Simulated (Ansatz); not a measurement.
Ideal-gas functions of `N#[C][SnH2][Cl]` at 298.15 K and 1 bar, from an Ansatz frequency run at PBE0-D4/def2-TZVP.

Molar mass 182.2 g/mol, point group Cs (symmetry number 1), electronic degeneracy 1, moments of inertia 103.117, 252.572, 347.252 u Å². Harmonic wavenumbers (cm⁻¹, unscaled): 88, 210, 280, 386, 425, 443, 534, 638, 684, 2005, 2015, 2323.

Use S(trans) = R[1.5 ln M + 2.5 ln T − 1.1517]; rotational temperatures θ = 24.2544 K / I; S(rot) = R[ln(√π/σ · √(T³/θAθBθC)) + 1.5]; for each mode x = 1.438777 ν̃/T, S = R[x/(eˣ − 1) − ln(1 − e⁻ˣ)] and H = RT x/(eˣ − 1); 1 cm⁻¹ = 0.0119627 kJ/mol; R = 8.31446 J/(mol·K).

Question: By hand: the entropy, in J/(mol·K).

Answer: Translation 173.8. Rotation: θ = 0.2352, 0.096, 0.0698 K, giving 115.1. Vibration, mode by mode: 15.50, 8.55, 6.42, 4.25, 3.66, 3.42, 2.42, 1.63, 1.36, 0.01, 0.01, 0.00, in all 47.2. Electronic 0.0. Sum 336.1 J/(mol·K).

Question: By hand: H − E and G − E in kJ/mol, counted from the electronic energy.

Answer: Zero-point energy ½ × 10031 × 0.0119627 = 60.0; thermal vibration 8.1; translation, rotation and pV give 4 RT = 9.9. H − E = 78.0 kJ/mol, and G − E = 78.0 − 298.15 × 336.1/1000 = -22.2 kJ/mol.

Vibration gives 14 % of the entropy, 15.5 J/(mol·K) of it from the mode under 150 cm⁻¹: soft modes count most, and the harmonic formula is weakest for them.
